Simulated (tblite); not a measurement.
C6H11FGeO2.
SMILES with atom numbers: `[CH3:1][C@@:2]1([CH2:3][CH:4]=[O:5])[O:6][CH2:7][CH2:8][Ge@H:9]1[F:10]` (hydrogens: H11, H12, H13 on C1; H14, H15 on C3; H16 on C4; H17, H18 on C7; H19, H20 on C8; H21 on Ge9)

Computed with GFN2-xTB (tblite), gas phase: L-BFGS steps from a force-field or distance-geometry start until the largest atomic force falls under 0.01 eV/Å.

At the end of the run (lengths in Å): C2–Ge9 2.059, Ge9–H21 1.519, C1–C2 1.525, C8–Ge9 2.009, O6–C7 1.421, C2–O6 1.415, Ge9–F10 1.772, C2–Ge9–F10 108.0°, C3–C2–Ge9 113.9°, C2–C3–C4 112.5°, C8–Ge9–F10 106.1°, C1–C2–C3–C4 -82°, C2–C3–C4–O5 -14°, C1–C2–O6–C7 77°, H11–C1–C2–C3 -64°, H21–Ge9–C8–C7 150°.

**Question.** These geometries were met on the way; a selection of coordinates is given. Order them by energy above the end point, lowest first.
A. C2–Ge9 1.979, Ge9–H21 1.503, C1–C2 1.543, C8–Ge9 1.981, O6–C7 1.436, C2–O6 1.438, Ge9–F10 1.754, C2–Ge9–F10 110.9°, C3–C2–Ge9 105.3°, C2–C3–C4 105.6°, C8–Ge9–F10 111.1°, C1–C2–C3–C4 -64°, C2–C3–C4–O5 1°, C1–C2–O6–C7 80°, H11–C1–C2–C3 -124°, H21–Ge9–C8–C7 125°
B. C2–Ge9 2.042, Ge9–H21 1.589, C1–C2 1.527, C8–Ge9 2.015, O6–C7 1.418, C2–O6 1.412, Ge9–F10 1.770, C2–Ge9–F10 114.6°, C3–C2–Ge9 105.0°, C2–C3–C4 107.6°, C8–Ge9–F10 109.6°, C1–C2–C3–C4 -65°, C2–C3–C4–O5 -4°, C1–C2–O6–C7 78°, H11–C1–C2–C3 -122°, H21–Ge9–C8–C7 128°
C. C2–Ge9 1.977, Ge9–H21 1.538, C1–C2 1.468, C8–Ge9 1.952, O6–C7 1.365, C2–O6 1.374, Ge9–F10 1.733, C2–Ge9–F10 111.4°, C3–C2–Ge9 103.5°, C2–C3–C4 105.1°, C8–Ge9–F10 113.4°, C1–C2–C3–C4 -59°, C2–C3–C4–O5 -1°, C1–C2–O6–C7 72°, H11–C1–C2–C3 -125°, H21–Ge9–C8–C7 126°
D. C2–Ge9 2.065, Ge9–H21 1.521, C1–C2 1.536, C8–Ge9 2.000, O6–C7 1.418, C2–O6 1.414, Ge9–F10 1.770, C2–Ge9–F10 114.4°, C3–C2–Ge9 110.0°, C2–C3–C4 111.0°, C8–Ge9–F10 104.6°, C1–C2–C3–C4 -76°, C2–C3–C4–O5 -21°, C1–C2–O6–C7 77°, H11–C1–C2–C3 -117°, H21–Ge9–C8–C7 138°
E. C2–Ge9 2.061, Ge9–H21 1.516, C1–C2 1.533, C8–Ge9 2.004, O6–C7 1.416, C2–O6 1.413, Ge9–F10 1.753, C2–Ge9–F10 119.6°, C3–C2–Ge9 107.0°, C2–C3–C4 110.1°, C8–Ge9–F10 108.6°, C1–C2–C3–C4 -70°, C2–C3–C4–O5 -10°, C1–C2–O6–C7 78°, H11–C1–C2–C3 -122°, H21–Ge9–C8–C7 135°

**Answer.** D (0.124 eV), E (0.207 eV), B (0.350 eV), A (0.570 eV), C (1.012 eV).

| step | E above end (eV) | rms distance from the end, all atoms (Å) | largest force (eV/Å) | rms shift of all bonds from the end (Å) |
| --- | --- | --- | --- | --- |
| 31 | 0.124 | 0.379 | 0.158 | 0.004 |
| 15 | 0.207 | 0.434 | 0.236 | 0.005 |
| 8 | 0.350 | 0.474 | 0.540 | 0.016 |
| 3 | 0.570 | 0.502 | 0.757 | 0.021 |
| 0 | 1.012 | 0.513 | 2.805 | 0.034 |

Rows stand in the order of the answer.
